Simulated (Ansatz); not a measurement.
## Abstraction of Cl: SnCl4 + C2H5Si2 → SnCl3 + C2H5ClSi2

Species: SnCl4 (tin tetrachloride) `[Cl][Sn]([Cl])([Cl])[Cl]`, singlet; C2H5Si2 `[SiH2]C#C[SiH3]`, doublet; SnCl3 `[Cl][Sn]([Cl])[Cl]`, doublet; C2H5ClSi2 `[SiH3]C#C[SiH2]Cl`, singlet. A radical takes Cl: the energy is the difference in strength between the Sn–Cl bond broken and the Si–Cl bond made.

Shapes, held fixed at every level: PBE0-D4/def2-TZVP. Programs: Ansatz 0.2.0. Electronic energies: no zero-point or thermal term.

```tsv
level	kind	ΔE (kJ/mol)	CPU time (sum over the molecules)
HF/def2-SVP	Hartree–Fock	-91.4	–
HF/def2-TZVPP	Hartree–Fock	-94.4	–
SPW92/def2-TZVPP	LDA	-115.0	25 s
PBE-D4/def2-TZVPP	GGA	-110.5	38 s
r2SCAN-D4/def2-TZVPP	meta-GGA	-105.5	76 s
B3LYP-D4/def2-TZVPP	global hybrid	-115.7	76 s
wB97X-V/def2-TZVPP	range-separated hybrid	-107.0	2.1 min
B2PLYP/def2-TZVPP	double hybrid	-114.7	94 s
```

B2PLYP/def2-TZVPP gives ΔE = -114.7 kJ/mol; the levels span -115.7 to -91.4. The median of the levels is -108.7. No measured value is set beside it here. Spin contamination: C2H5Si2 (⟨S²⟩ up to 0.88). Open shells run unrestricted unless RO is named. For atoms past krypton def2 sets carry core potentials with scalar relativity. Correlated rows may include outer-core shells of Sn, which these sets cover unevenly. Times are processor times on shared x86 and Arm servers, and rough.
